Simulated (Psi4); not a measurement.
HKO (SMILES [OH][K]), singlet, geometry from GFN2-xTB (such geometries of metal compounds can be far from the true shape). Base run: B3LYP/3-21G run with Psi4.

Psi4 was given this input:
```
memory 2 GB

molecule mol {
0 1
K    -0.515992   -0.253325   -0.435053
O     1.047786    0.444316    0.880931
H     1.421565    1.258641    1.218564
}

set {
  basis 3-21g
  reference rks
}

energy('b3lyp')
print_variables()
```

Variants of this job, named by their change:

```tsv
change	ΔE vs base (eV)	point group used	SCF cycles
base	0.00	cs	10
jitter_ang = 0.002	0.01	cs	10
molecule keys = no_reorient	0.00	c1	9
molecule keys = symmetry c1	0.00	c1	9
molecule keys = symmetry c1, no_reorient, no_com	0.00	c1	9
```
